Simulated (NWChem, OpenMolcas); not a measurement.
# Predicting a hybrid from its neighbours: GeCl2 (germanium dichloride)

GeCl2: 3 atoms, total charge 0, spin state singlet. SMILES: `Cl[Ge]Cl`. The coordinates come from a PBE0-D4/def2-TZVP relaxation.

The dipole moment y, in D, basis aug-cc-pVDZ; a is the functional's share of exact exchange. Programs: NWChem 7.3.0, OpenMolcas 26.06.

| functional | program | a | y (D) |
| --- | --- | --- | --- |
| TPSS | OpenMolcas | 0 | 1.86 |
| r2SCAN | OpenMolcas | 0 | 1.85 |
| B3LYP | NWChem | 0.2 | 2.06 |
| PBE0 | OpenMolcas | 0.25 | ? |
| BHLYP | OpenMolcas | 0.5 | 2.18 |

Task: Fit y = c + s·a to the known rows and predict PBE0.

Result: 
1. Means of the 4 rows: a = 0.1750, y = 1.988.
2. Σ(Δa)² = 0.1675, Σ(Δa·Δy) = 0.11075, so the slope is 0.11075/0.1675 = 0.66119.
3. Intercept: 1.988 − (0.66119) × 0.1750 = 1.872. The largest residual of the fit is 0.056.
4. PBE0: 1.872 + (0.66119) × 0.25 = 2.04 D.

The run gave 2.00 D, so the prediction is off by +0.04 D, within the largest residual. More exact exchange makes the molecule more polar here.
